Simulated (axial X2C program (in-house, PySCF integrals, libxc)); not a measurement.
# SbSe: from the spin-free to the two-component result

All values were computed with an axial X2C code built on PySCF integrals. Spin-free means the one-electron spin-free X2C Hamiltonian; two-component (2c) means X2C with spin–orbit coupling and atomic mean-field two-electron Coulomb and Gaunt terms, so the difference of the two also holds small scalar two-electron terms. Basis: Sb dyall-cv3z [11s12p8d4f1g], Se dyall-cv3z [8s9p6d4f1g] (cores contracted in-house); Gaussian nuclei, density fitting, unrestricted open shells. Masses: Sb 120.904 u, Se 79.917 u.

Spin-free state: M_S = 1/2, Λ = 1 (beyond evenly filled blocks: π+α); fragments Sb + Se.

| level | Re (Å) | ωe (cm⁻¹) | De (eV) | μ (D) |
| --- | --- | --- | --- | --- |
| M06 | 2.346 | 333.6 | 3.597 | -1.83 |

Dipoles are positive if Se is the positive end.

(1) Within this multiplet, which Ω should lie lowest by the rule for regular and inverted multiplets?

Two-component determinant lowest at the distance of the search:

Ω = 1/2 (⟨Sz⟩ = -0.49, ⟨Lz⟩ = 0.99 at M06); fragments Sb + Se.

| level | Re (Å) | ωe (cm⁻¹) | De (eV) | μ (D) |
| --- | --- | --- | --- | --- |
| M06 | 2.350 | 330.0 | 3.497 | -1.90 |

(2) From the two tables, how do the constants change at the M06 level (2c against spin-free)?

The state is a single determinant with fixed occupations, the lowest that a limited PBE0 search found. De is counted from the lowest determinant-based energies of the atoms at the same level, without counterpoise correction. Density functionals use the spin component along the axis (collinear). The functionals have no current-density term, which raises determinants with orbital currents, atoms included. The determinant is spin-polarised beyond a pure state at some levels (its spin-free form has ⟨S²⟩ too high), which makes Re and μ there less reliable.

Results:

(1) The open π shell holds one electron, so the multiplet is regular: Ω = Λ − 1/2 = 1/2. The PBE0 2c search agrees.

(2) At the M06 level Re goes up by 0.004 Å and ωe decreases by 3.6 cm⁻¹; De changes by -0.100 eV.
